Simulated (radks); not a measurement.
Values are calculated unless marked as measured or tabulated.
Trend from Rb4+ to Xe4+: ionisation energy by Delta-SCF between NIST ground configurations, and size. Level of theory: Dirac Kohn-Sham, BLYP, spin-unpolarised, spherical densities, finite nucleus; open shells fill j = l - 1/2 first; Fermi nuclear charge, rms radius of each element as measured or else 0.836 A^(1/3) + 0.57 fm (a radial shooting solver on a logarithmic mesh with Libxc functionals).

species      configuration  configuration of the ion  IE (eV)  NIST (eV)       kind   -e(HOMO) (eV)  r at 0.001 e/bohr^3 (bohr)
Rb4+     [Ar] 3d10 4s2 4p3         [Ar] 3d10 4s2 4p2   67.095       68.4     theory  59.919 (4p3/2)                        3.04
Sr4+     [Ar] 3d10 4s2 4p4         [Ar] 3d10 4s2 4p3   71.420         71  semi-emp.  63.920 (4p3/2)                        3.00
Zr4+                  [Kr]         [Ar] 3d10 4s2 4p5   80.086      80.35  semi-emp.  71.955 (4p3/2)                        2.90
Nb4+              [Kr] 4d1                      [Kr]   50.348     50.573       exp.  43.448 (4d3/2)                        3.01
Mo4+              [Kr] 4d2                  [Kr] 4d1   53.512      54.42  semi-emp.  46.325 (4d3/2)                        3.05
Tc4+              [Kr] 4d3                  [Kr] 4d2   56.609         57     theory  49.138 (4d3/2)                        3.04
Ru4+              [Kr] 4d4                  [Kr] 4d3   59.649         59     theory  51.897 (4d3/2)                        3.02
Rh4+              [Kr] 4d5                  [Kr] 4d4   62.106         63     theory  54.123 (4d5/2)                        2.99
Pd4+              [Kr] 4d6                  [Kr] 4d5   65.024         61     theory  56.768 (4d5/2)                        2.95
Ag4+              [Kr] 4d7                  [Kr] 4d6   67.907         65     theory  59.382 (4d5/2)                        2.91
Cd4+              [Kr] 4d8                  [Kr] 4d7   70.760         68     theory  61.968 (4d5/2)                        2.87
In4+              [Kr] 4d9                  [Kr] 4d8   73.587         69  semi-emp.  64.531 (4d5/2)                        2.83
Sn4+             [Kr] 4d10                  [Kr] 4d9   76.391      77.03       exp.  67.073 (4d5/2)                        2.78
Sb4+         [Kr] 4d10 5s1                 [Kr] 4d10   55.698       55.0  semi-emp.  49.978 (5s1/2)                        3.14
Te4+         [Kr] 4d10 5s2             [Kr] 4d10 5s1   59.259         59       exp.  53.330 (5s1/2)                        3.25
I4+      [Kr] 4d10 5s2 5p1             [Kr] 4d10 5s2   51.257      51.52       exp.  45.692 (5p1/2)                        3.38
Xe4+     [Kr] 4d10 5s2 5p2         [Kr] 4d10 5s2 5p1   54.604       54.1  semi-emp.  48.798 (5p1/2)                        3.41

Reference values: NIST Atomic Spectra Database (exp. = measured, semi-emp. = semi-empirical, theory = theoretical value adopted there). Spin polarisation and multiplet splitting are left out, so open shells lie too high by an amount that depends on their filling.

Beside tabulated values, note that spin-unpolarised runs miss the spin-polarisation part of the exchange energy of open shells.
